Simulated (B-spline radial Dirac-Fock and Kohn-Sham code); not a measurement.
# X-ray form factors of gold in several charge states

Model: Dirac-Fock densities. Program: a radial B-spline solver.

Configurations: Au¹⁵⁺ [Kr] 4d10 4f14 5s2 5p2; Au¹⁶⁺ [Kr] 4d10 4f14 5s2 5p1; Au²²⁺ [Kr] 4d10 4f11; Au²⁴⁺ [Kr] 4d10 4f9. The first column is f₀ of Au¹⁵⁺, the others are differences from it.

| s (Å⁻¹) | Au¹⁵⁺ | Δ Au¹⁶⁺ | Δ Au²²⁺ | Δ Au²⁴⁺ |
| --- | --- | --- | --- | --- |
| 0 | 64.000 | -1.000 | -7.000 | -9.000 |
| 0.05 | 63.777 | -0.980 | -6.907 | -8.894 |
| 0.1 | 63.119 | -0.922 | -6.633 | -8.583 |
| 0.15 | 62.052 | -0.831 | -6.200 | -8.087 |
| 0.2 | 60.621 | -0.716 | -5.636 | -7.439 |
| 0.25 | 58.879 | -0.585 | -4.978 | -6.679 |
| 0.3 | 56.890 | -0.449 | -4.268 | -5.851 |
| 0.35 | 54.716 | -0.318 | -3.545 | -4.997 |
| 0.4 | 52.421 | -0.199 | -2.843 | -4.157 |
| 0.45 | 50.061 | -0.098 | -2.193 | -3.365 |
| 0.5 | 47.687 | -0.017 | -1.616 | -2.644 |
| 0.6 | 43.048 | +0.079 | -0.720 | -1.473 |
| 0.7 | 38.725 | +0.104 | -0.173 | -0.680 |
| 0.8 | 34.827 | +0.084 | +0.091 | -0.215 |
| 0.9 | 31.383 | +0.046 | +0.167 | +0.014 |
| 1 | 28.384 | +0.009 | +0.144 | +0.099 |
| 1.1 | 25.802 | -0.016 | +0.086 | +0.109 |
| 1.2 | 23.603 | -0.029 | +0.031 | +0.093 |
| 1.4 | 20.189 | -0.028 | -0.020 | +0.060 |
| 1.6 | 17.799 | -0.013 | -0.006 | +0.059 |

Values without a named source are computed, but for edge energies of neutral atoms, which are taken from tables.
